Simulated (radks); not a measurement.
The rhenium ion Re3+, configuration [Xe] 4f14 5d3 5f1 (not the ground configuration). All-electron calculation, scalar-relativistic Kohn-Sham, r2SCAN, spin-polarised, spherical densities, finite nucleus; open shells are filled with parallel spins first (spin-orbit coupling, left out, can overturn this in heavy ions); meta-GGA in the generalised Kohn-Sham scheme; Fermi nuclear charge, rms radius 5.3698 fm. Program: a radial shooting solver on a logarithmic mesh with Libxc functionals.

X-ray form factor f0, the Fourier transform of the density (f0(0) = 72):

| sin(theta)/lambda (1/angstrom) | f0 (electrons) |
|---|---|
| 0.05 | 71.144 |
| 0.1 | 69.014 |
| 0.15 | 66.249 |
| 0.2 | 63.125 |
| 0.25 | 59.786 |
| 0.3 | 56.396 |
| 0.4 | 49.971 |
| 0.5 | 44.374 |
| 0.6 | 39.607 |
| 0.8 | 31.950 |
| 1 | 26.127 |
| 1.25 | 20.976 |
| 1.5 | 17.700 |
| 2 | 13.994 |
